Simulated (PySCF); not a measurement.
Electron correlation in Ni⁺ (nickel, charge +1)

[Ar] 3d8 4p1, one real determinant (an excited configuration). Calculation: PySCF 2.14, in x2c-TZVPPall; scalar relativity by spin-free X2C-1e. Frozen: [Ne]; 17 electrons correlated.

```tsv
level	correlation energy (mhartree)
CCSD	-570.05
(T)	-11.35
CCSD(T)	-581.40
```

Diagnostics: T1 = 0.010, D1 = 0.0293, largest double amplitude 0.031.

The real determinant used has ⟨L²⟩ near 14 against 20 for a pure G term, so it mixes terms.

Cost of the coupled-cluster step: roughly 50 core-seconds, for 17 correlated electrons.

The basis was made for the ground configuration and has no added diffuse functions, which can raise the energy of the promoted electron.

The reference is one real determinant that mixes LS terms of this configuration.

This basis was not built for core-valence correlation, so the inner-shell part is incomplete.
